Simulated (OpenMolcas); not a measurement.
Mo5+ (d1) among equal point charges was computed by CASSCF with the d shell active (OpenMolcas, ANO-RCC-VDZP on the metal). Its lowest spin-free states, and all those of the highest spin:

```json
{"2S+1": "2", "Degeneracy": "2", "E (cm-1)": "0.0"}
{"2S+1": "2", "Degeneracy": "1", "E (cm-1)": "872.2"}
{"2S+1": "2", "Degeneracy": "2", "E (cm-1)": "7168"}
```

Question: Is the site octahedral, tetrahedral or cube-like, axial, or of lower symmetry?

Answer: The states with 2S+1 = 2 have orbital degeneracies 2, 1, 2. There are pairs but no triples, so the site is axial: not cubic, but with a proper or improper axis of order three or more. The run had Mo5+ among 6 point charges of -1.7 e arranged as a trigonal antiprism (D3d), 2.07 Å from the ion, with a polar angle of 53.6° against the regular 54.74°.

An orbital doublet at a regular site is open to a Jahn-Teller distortion, which this geometry leaves out. This is an electrostatic model: the charges have no orbitals. No measured value stands beside these numbers.
